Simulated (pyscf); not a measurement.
Elementary routes open to H₃Si–Cl (SMILES [SiH3]Cl) + :HSi–Cl (SMILES [SiH]Cl) [singlet] in the gas phase (singlet surface):
A. H₃Si–SiH(Cl)–Cl (SMILES [SiH3][SiH](Cl)Cl) (Cl–Si broken; Si–Si, Cl–Si formed)
B. Cl–SiH₂–SiH₂–Cl (SMILES Cl[SiH2][SiH2]Cl) (H–Si broken; Si–Si, H–Si formed)

Single points on ωB97X-D3(BJ)/def2-SVP structures (PySCF, gas phase). MP2 and CC: frozen core, UHF for open shells. ΔMP2 is the change of the MP2 total energy from the triple- to the quadruple-zeta basis.

Task: Rank the routes by free-energy barrier at 900 K, lowest first, for CCSD(T)/def2-TZVPP + ΔMP2(QZVPP) energies (ideal gas, 1 atm, RRHO with modes under 100 cm⁻¹ raised to 100, one conformer, R ln 2 for chiral ones without a mode under 150 cm⁻¹).

Result: B (35.9 kcal/mol), A (37.4 kcal/mol)

Route B is the fastest of these, ahead of the next by 1.5 kcal/mol. The most stable products are those of A (ΔG = -14.4 kcal/mol), whose barrier is 1.5 kcal/mol higher: the kinetic and the thermodynamic product differ. At 298 K B is still the fastest. A: On the reactant side the descent ends in a bound adduct, 9.2 kcal/mol under the separated species and 6.0 kcal/mol under the saddle at ωB97X-D3(BJ)/def2-TZVP. B: On the reactant side the descent ends in a bound adduct (not fully relaxed), 8.2 kcal/mol under the separated species and 5.3 kcal/mol under the saddle at ωB97X-D3(BJ)/def2-TZVP. Only these routes are compared; each barrier is that of the saddle found, and lower ones may exist. The CCSD(T) − MP2 part came from Ansatz, without density fitting, on the same reference.
